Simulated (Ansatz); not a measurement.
Cost and result up the ladder for the cluster Si5Se5 (the lowest singlet isomer of a short search) (10 atoms). The state is a singlet with charge 0. Geometry: PBE-D4/def2-SVP.

```xyz
10

Si    1.928   -0.686    1.292
Si   -0.421   -2.383   -0.036
Si    0.047    1.478   -1.971
Si    0.201    1.876    1.404
Si   -2.351    0.031   -0.040
Se    1.853    1.248   -0.322
Se   -0.619   -0.536    1.779
Se    1.899   -2.647    0.025
Se   -1.597    2.389   -0.229
Se   -0.940   -0.770   -1.902
```

Ansatz on 6 threads of Intel Xeon on a shared host. Times are rough, and most runs start from the orbitals of an earlier one. PBE0-D4/def2-TZVP serves as the yardstick here, not as an exact answer. Differences are given only for rows in sets of like size (and for xTB, whose basis is part of the method), since another set adds its own error. Binding counts from free atoms at the same level (Si triplet, Se triplet; other spins of the atoms weren't run), without zero-point energy or a counterpoise term.

Correlated methods freeze 70 core orbitals; core or outer-core shells of Se are correlated, in sets that lack core-valence functions. The rows differ in basis, and correlated rows in double-zeta sets carry the largest basis error. Another isomer (singlet) lies 0.15 eV lower at r2SCAN-D4/def2-TZVP; other spin states weren't run for this one.

Correlated methods converge slowly with the basis, most of all in double-zeta sets.

| level | functions | binding energy per atom (eV) | difference from PBE0-D4/def2-TZVP (eV) |
| --- | --- | --- | --- |
| PBE-D4/def2-TZVP (with forces) | 425 | 3.58 | 0.15 |
| HF/STO-3G | 135 | 2.95 | – |
| LDA (SPW92)/def2-TZVP | 425 | 4.08 | 0.65 |
| r2SCAN-D4/def2-TZVP | 425 | 3.39 | -0.04 |
| PBE0-D4/def2-SVP | 250 | 3.38 | – |
| PBE-D4/def2-SVP | 250 | 3.56 | – |
| PBE0-D4/def2-TZVP | 425 | 3.43 | 0.00 |
| MP2/def2-SVP | 250 | 3.01 | – |

(1) Estimate how long each takes.

## Answers

(1) HF/STO-3G 4.1 s; PBE-D4/def2-SVP 7.5 s; LDA (SPW92)/def2-TZVP 12 s; PBE-D4/def2-TZVP (with forces) 22 s; PBE0-D4/def2-SVP 23 s; MP2/def2-SVP 27 s; r2SCAN-D4/def2-TZVP 35 s; PBE0-D4/def2-TZVP 74 s. On shared hardware such times vary by a factor of up to 3.
